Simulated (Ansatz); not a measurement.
Reaction (ligand exchange at the Si–O bond): `O[SiH](F)O[SiH2]Cl` + `CO[SiH](F)S` → `CO[SiH](F)S[SiH2]Cl` + `O[SiH](O)F`

Calculated with Ansatz (gas phase, PBE0-D4/def2-TZVP geometries, no zero-point term in ΔE). CCSD(T)/CBS is the MP2 limit (def2-TZVPP, def2-QZVPP) plus CCSD(T) − MP2 in def2-TZVPP, frozen cores. This one scheme is used for every species. Functionals use def2-TZVPP. One conformer a species, not always the lowest.

```
          level  ΔE (eV)
         PBE-D4     0.37
        ωB97M-V     0.54
           PBE0     0.44
CCSD/def2-TZVPP     0.61
```

Problem. What does CCSD(T)/CBS give? (An estimate is asked.)

Solution. The calculation gave: +0.53 eV. The listed levels differ from it by -0.16, 0.01, -0.09, 0.08 eV.

Largest T1 diagnostic among the species: 0.012.

In def2-TZVPP, CCSD(T) changes the Hartree–Fock value by −0.21 eV (the triples alone add −0.04 eV) and MP2 by −0.27 eV. The D4 term adds −0.04 eV with B3LYP and −0.02 eV with PBE0; it sums over pairs of atoms, weighted by their polarisabilities, and B3LYP, whose exchange is more repulsive, gets the larger term.

B3LYP here is the variant with VWN-RPA as its local correlation; programs differ in this.
